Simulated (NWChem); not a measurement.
System: CaCl2; SMILES [Cl][Ca][Cl]

NWChem input:

```
start job
memory heap 200 mb stack 900 mb global 1100 mb
geometry units angstroms noautosym nocenter noautoz
  Ca     0.000000     0.000000    -0.045753
  Cl     2.455379     0.000000    -0.047730
  Cl    -2.455379     0.000000    -0.047730
end
basis spherical
  Ca library 6-31+g*
  Cl library 6-31+g*
end
dft
  xc b3lyp
  iterations 150
end
property
  response 1 0.0
end
task dft property
```

Coordinates come from a PBE0-D3(BJ)/def2-TZVP optimisation.

Static field.

Question: Predict the main results of this run. (B3LYP/6-31+G* (spherical d).) Quantities: basis functions; isotropic polarisability (bohr³); anisotropy (bohr³).

Answer: 
```yaml
number_of_basis_functions: 70
isotropic polarisability (bohr³): 42.1
anisotropy (bohr³): 25.7
```
